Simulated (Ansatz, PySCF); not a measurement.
Noncovalent pair: HF (SMILES F) (first 2 atoms) with HCl (SMILES Cl); geometry from B3LYP-D3(BJ)/def2-TZVP.
(charge 0, multiplicity 1):
| atom | x (Å) | y (Å) | z (Å) |
|---|---|---|---|
| F | -0.0125 | -0.0839 | -0.1391 |
| H | 0.1544 | 0.1338 | 0.7509 |
| Cl | -0.0257 | 0.4808 | 3.0074 |
| H | -1.2403 | 0.0634 | 2.9886 |

Monomers are frozen at their geometry in the pair; levels with a basis set take the counterpoise correction.

Correlated levels freeze the cores. CBS(a, b) extrapolates the correlation energy as X⁻³ and adds the Hartree–Fock energy of set b.

Codes used: Ansatz (a first-principles code) with Gaussian orbitals; PySCF for the dispersion terms. 

The comparison value is -3.03 kcal/mol (CCSD(T)/CBS(aug-cc-pV(T+d)Z, aug-cc-pV(Q+d)Z)). It is a level with limits of its own, not the exact answer.

### Question
Order these levels by how close they come to the comparison value for the interaction energy, closest first: PBE-D3(BJ)/def2-TZVPPD, B3LYP-D3(BJ)/def2-TZVPPD, wB97X-V/def2-TZVPPD. Give each level's value less the comparison value.

### Answer
wB97X-V/def2-TZVPPD (-0.10 kcal/mol), B3LYP-D3(BJ)/def2-TZVPPD (-0.38 kcal/mol), PBE-D3(BJ)/def2-TZVPPD (-0.77 kcal/mol)
